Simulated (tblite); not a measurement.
Compound: C₆H₁₁O (doublet state).
Geometry (GFN2-xTB, Å), atoms numbered from 1 in this order:
```
atom  x, y, z in Å
C1     0.3391   -0.3111    1.4788
C2     0.0280    0.1884    0.2875
C3     0.9987    0.5196   -0.8001
C4     2.4458    0.1403   -0.5265
C5    -1.4353    0.4761   -0.0942
C6    -2.3318   -0.7788    0.0484
O7    -1.6025    1.1435   -1.2093
H8     1.3439   -0.6016    1.7309
H9    -0.4013   -0.4721    2.2440
H10    0.6396    0.0367   -1.7148
H11    0.9212    1.5949   -0.9879
H12    2.8332    0.6771    0.3365
H13    2.5384   -0.9286   -0.3472
H14    3.0575    0.3964   -1.3881
H15   -1.7496    1.1605    0.7379
H16   -1.9730   -1.5373   -0.6432
H17   -3.3523   -0.5218   -0.2222
H18   -2.3085   -1.1758    1.0579
```

Computed geometry: GFN2-xTB, gas phase. This method treats the open shell by occupation alone, without spin polarisation.

Take the most abundant isotopes and a rigid rotor. The values belong to one conformer with, in the numbering `[CH2:1]=[C:2]([CH2:3][CH3:4])[C@H:5]([CH3:6])[O:7]`, C1–C2–C3–C4 5°, C1–C2–C5–C6 -56°.

Question: What are A, B and C (cm⁻¹)?

Answer: Ia = 118.16, Ib = 282.54, Ic = 359.03 u·Å²; 505379 MHz·u·Å²/I gives 4277, 1789 and 1408 MHz, that is A = 0.14266, B = 0.05966, C = 0.04695 cm⁻¹.

Question: What kind of rotor is it?

Answer: An asymmetric top: κ = (2 × 1789 − 4277 − 1408)/(4277 − 1408) = -0.73.

Question: Is it planar, by Δ = Ic − Ia − Ib?

Answer: Not planar: Δ = Ic − Ia − Ib = -41.68 u·Å². For a rigid frame Δ = −2 Σ m c², so Σ m c² = 20.84 u·Å² lies off the ab plane: 9.24 from hydrogen and 11.60 from heavier atoms. The atom farthest from that plane is 1.70 Å away.

Question: Give the other two planar moments, Paa and Pbb, and the rms extents of the mass along the axes.

Answer: Paa = Σ m a² = (Ib + Ic − Ia)/2 = 261.70 and Pbb = Σ m b² = (Ia + Ic − Ib)/2 = 97.32 u·Å². With the mass M = 99.08 u, the rms extents √(P/M) along a, b and c are 1.63, 0.99, 0.46 Å.

Question: Estimate the classical rotational partition function at 25 K, 100 K and 298.15 K.

Answer: Point group C1, symmetry number σ = 1; q = (√π/σ)·√((kT/h)³/(ABC)), k/h = 20836.6 MHz/K: 6420 at 25 K, 51400 at 100 K, 264000 at 298.15 K.

For this open shell read J as N, the rotation without spin; fine and hyperfine splittings come on top. Its GFN2-xTB frequencies are all real (lowest 40 cm⁻¹). Zero-point vibration and centrifugal distortion are left out.
